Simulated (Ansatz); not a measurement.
The lowest doublet and quartet of C2H3 (SMILES [C]C); geometries from B3LYP-D3(BJ)/def2-TZVP, each state relaxed from the structure named, with no frequency check.
Doublet (charge 0, multiplicity 2):
```xyz
5

C      0.88652     0.19593     0.22243
C     -0.46941    -0.14144    -0.10388
H     -0.62364    -0.88918    -0.89435
H     -0.71417     0.85119    -0.55110
H     -1.16489    -0.28895     0.73415
```

| level | gap E(doublet) − E(quartet), vertical, at the doublet's geometry (eV) | cost |
|---|---|---|
| U-HF/cc-pVDZ (spin-contaminated) | -0.577 | - |
| U-r2SCAN/def2-TZVPP | -1.275 | ×3 |
| U-B3LYP/def2-TZVPP | -1.821 | ×0.8 |
| U-PBE0/def2-TZVPP | -1.491 | ×0.9 |
| U-wB97X-V/def2-TZVPP | -1.850 | ×3 |
| U-MP2/cc-pVDZ (spin-contaminated) | -1.118 | - |
| U-MP2/cc-pVQZ (spin-contaminated) | -1.325 | - |
| U-CCSD/cc-pVQZ (spin-contaminated) | -1.539 | - |
| U-CCSD(T)/cc-pVQZ (spin-contaminated) | -1.596 | ×200 |
| U-CCSDT(Q)/cc-pVDZ (spin-contaminated) | -1.421 | ×10 |
| SC-NEVPT2 on SA-CASSCF(3,3)/cc-pVDZ | -1.358 | - |
| FIC-NEVPT4(SD) on SA-CASSCF(3,3)/cc-pVTZ | -1.559 | - |
| FIC-MRCISD+Q on SA-CASSCF(3,3)/cc-pVDZ | -1.400 | - |
| FIC-MRCISD+Q on SA-CASSCF(3,3)/cc-pVTZ | -1.543 | - |

The rows run from -1.850 (U-wB97X-V/def2-TZVPP) to -0.577 eV (U-HF/cc-pVDZ (spin-contaminated)). In cc-pVQZ (spin-contaminated) the value moves U-MP2 -1.325, U-CCSD -1.539, U-CCSD(T) -1.596, a shift of -0.271 from U-MP2 to U-CCSD(T). From cc-pVDZ (spin-contaminated) to cc-pVQZ (spin-contaminated) U-MP2 changes by -0.207. The 4 U-functionals in def2-TZVPP without D3 or D4 span 0.575, from U-wB97X-V to U-r2SCAN.

A positive gap puts the quartet lower; no zero-point energy. U- takes an unrestricted doublet. The quartet is unrestricted in single-reference levels. Active spaces average the two states.

Cores are frozen in the correlated methods.

Run with Ansatz (Gaussian basis) for Hartree–Fock, density functionals and correlated methods. Values without a source in brackets are computed.

Costs are rough ratios of core time to U-PBE/def2-TZVPP (about 5 s over the structures, on one shared machine); a dash marks a level with no comparable run of its own.

Ansatz is an electronic-structure program.
